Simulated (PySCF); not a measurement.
## Static response to an electric field

Species: C4H7F3Si.
SMILES with atom numbers: `[CH3:1][C@@H:2]1[CH2:3][Si@H:4]1[C:5]([F:6])([F:7])[F:8]` (hydrogens: H9, H10, H11 on C1; H12 on C2; H13, H14 on C3; H15 on Si4)

Geometry (GFN2-xTB, Å), atoms numbered from 1 in this order:
```xyz
15
C4H7F3Si angstrom
C     -2.094    0.183   -0.757
C     -0.781   -0.384   -0.278
C     -0.473   -0.259    1.234
Si     0.688    0.725    0.135
C      2.416   -0.117   -0.102
F      2.354   -1.460   -0.061
F      3.302    0.248    0.848
F      2.995    0.200   -1.279
H     -2.104    0.281   -1.840
H     -2.915   -0.474   -0.470
H     -2.272    1.163   -0.321
H     -0.584   -1.368   -0.693
H     -0.137   -1.156    1.737
H     -1.221    0.265    1.812
H      0.821    2.161    0.012
```

Level: CAM-B3LYP/def2-SVPD (PySCF), static field, nuclei fixed, core orbitals frozen in the response. The polarisability tensor in these axes (au):

```
x   91.26  5.72 -0.02
y    5.72 70.74 -1.80
z   -0.02 -1.80 69.24
```

Task: Give the principal values, the mean and the anisotropy Δα = √{½[(α1 − α2)² + (α2 − α3)² + (α1 − α3)²]}.

Result: Principal values 67.50, 70.98 and 92.75 au; mean 77.08 au = 11.42 Å³ = 12.71 × 10⁻⁴⁰ C²·m²/J; Δα = 23.70 au (31 % of the mean).

Task: What is the dipole moment, and where does it point?

Result: (-2.78, 0.92, 0.21) D, 2.93 D in size, pointing from the negative to the positive side. Measured along this direction, the outermost atoms are F7 at the negative end and H10 and H11 at the positive end.

Task: Along which axes do the principal values lie, and how far do the nuclei extend along each?

Result: Largest value along (0.97, 0.25, -0.02), where the nuclei span 6.17 Å; middle along (0.19, -0.68, 0.71), 3.88 Å; least along (-0.16, 0.69, 0.71), 3.10 Å. The response follows the extents in order.

Task: Find the Langevin capture rate constant for O2+ (31.990 u) meeting this molecule (140.027 u), k = 2.342 × 10⁻⁹ cm³/s × √(α in Å³ / reduced mass in u).

Result: The reduced mass is 26.04 u, so k = 1.55 × 10⁻⁹ cm³/s. The formula leaves out the permanent dipole, which adds to the capture rate.

Task: What depolarisation ratio follows for Rayleigh scattering of linearly polarised light, taking the static tensor?

Result: ρ = 3Δα²/(45ᾱ² + 4Δα²) = 1685.2/(267346 + 2246.9) = 0.00625.

Task: What are the principal values of the traceless quadrupole moment, Θ = ½Σq(3rr − r²1), about the centre of nuclear charge?

Result: -2.80, -0.27, 3.06 D·Å. The values depend on the origin, since the dipole doesn't vanish. The electronic extent ⟨r²⟩ about the same centre is 1305 bohr², a root-mean-square distance of 2.25 Å for the 72 electrons.

Geometry: GFN2-xTB; no solvent, vibrations or thermal averaging.
